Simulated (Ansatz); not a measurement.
C₃H₅F₃Si, SMILES `C=CC[Si](F)(F)F`. Total charge 0; spin multiplicity 1.

Cartesian coordinates in Å:
```
C -1.260 -1.629 0.016
C -1.064 -0.322 -0.082
C -0.032 0.446 0.680
Si 1.369 0.979 -0.392
F 2.366 1.921 0.390
F 2.205 -0.249 -0.919
F 0.858 1.779 -1.653
H -0.677 -2.244 0.694
H -2.014 -2.130 -0.579
H -1.669 0.254 -0.778
H 0.381 -0.153 1.498
H -0.463 1.350 1.126
```

Q: What are the harmonic wavenumbers in cm⁻¹ at PBE0-D4/def2-TZVP (Ansatz, finite differences of forces, unscaled)? (An estimate is asked.)

A: Ansatz gave: 50, 64, 141, 212, 257, 322, 337, 392, 413, 609, 735, 775, 891, 949, 953, 977, 980, 1031, 1064, 1212, 1216, 1331, 1422, 1454, 1722, 3049, 3103, 3154, 3165, 3247.

Q: Is this a minimum?

A: Yes, all 30 modes are real.

Q: Give the ideal-gas thermochemistry at 298.15 K and 1 bar (rigid rotor, harmonic oscillator; point group C1, symmetry number 1).

A: Zero-point energy 210.7 kJ/mol; H(298) − E = 234.8 kJ/mol; entropy 379.1 J/(mol·K), of which translation 169.2, rotation 118.4, vibration 91.6; G(298) − E = 121.7 kJ/mol. Modes under 100 cm⁻¹ are hindered rotations or soft bends, so the harmonic entropy is rough.
